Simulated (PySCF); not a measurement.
Si(H)(F)(Cl)(Et) (C2H6ClFSi), SMILES F[SiH](CC)Cl.

Geometry optimised at PBE0-D3(BJ)/def2-SVP. This is a generated structure with no PubChem entry under its InChIKey; it may be hypothetical. One conformer was computed; it need not be the lowest.

These are PBE0-D3(BJ)/def2-SVP (PySCF 2.14.0) values and carry that method's errors.

Frequencies are harmonic and unscaled.

```
mode  ν (cm⁻¹)  IR (km/mol)  Raman (Å⁴/amu)  depolarisation  moving atoms (share of kinetic energy)
----  --------  -----------  --------------  --------------  --------------------------------------
1           65          0.1             0.2            0.75         C 36 %, H 31 %, F 20 %, Cl 13 %
2          143          3.9             0.8            0.73         C 42 %, Cl 21 %, H 21 %, F 10 %
3          164          0.6             0.6            0.74                  H 60 %, F 18 %, C 10 %
4          244          7.0             1.4            0.74        F 48 %, Cl 21 %, Si 14 %, H 10 %
5          265          1.2             0.5            0.62                  H 60 %, C 17 %, F 12 %
6          410         27.0             1.5            0.74          Si 41 %, C 30 %, H 15 %, F 9 %
7          540         61.3             9.2            0.10                 Si 42 %, Cl 39 %, C 9 %
8          658          9.9            11.4            0.38                 H 39 %, C 35 %, Si 20 %
9          682          5.3             2.9            0.75                          H 77 %, C 18 %
10         820        214.3             7.1            0.59                         H 72 %, Si 18 %
11         828         42.1             9.6            0.75                          H 82 %, F 14 %
12         910        150.8             1.6            0.55                 F 37 %, Si 35 %, H 25 %
13         976         39.7             1.9            0.74                          H 79 %, C 15 %
14         985         23.7             3.7            0.47                          H 72 %, C 17 %
15        1066         15.0             4.8            0.50                          C 66 %, H 33 %
16        1244          4.0             3.2            0.74                          H 79 %, C 21 %
17        1268          5.7             1.9            0.15                          H 57 %, C 42 %
18        1393          2.3             3.0            0.75                          H 82 %, C 18 %
19        1420          7.1            10.7            0.75                          H 90 %, C 10 %
20        1475          8.3            17.3            0.74                                  H 97 %
21        1478          8.2            11.9            0.74                                  H 96 %
22        2288        127.2           152.2            0.20                                  H 97 %
23        3053          8.2           109.6            0.12                                  H 94 %
24        3060         21.0           135.1            0.01                                  H 97 %
25        3109          2.4            96.8            0.75                           H 91 %, C 9 %
26        3155         11.7            93.0            0.68                          H 90 %, C 10 %
27        3158         10.1            32.5            0.74                           H 91 %, C 9 %
```
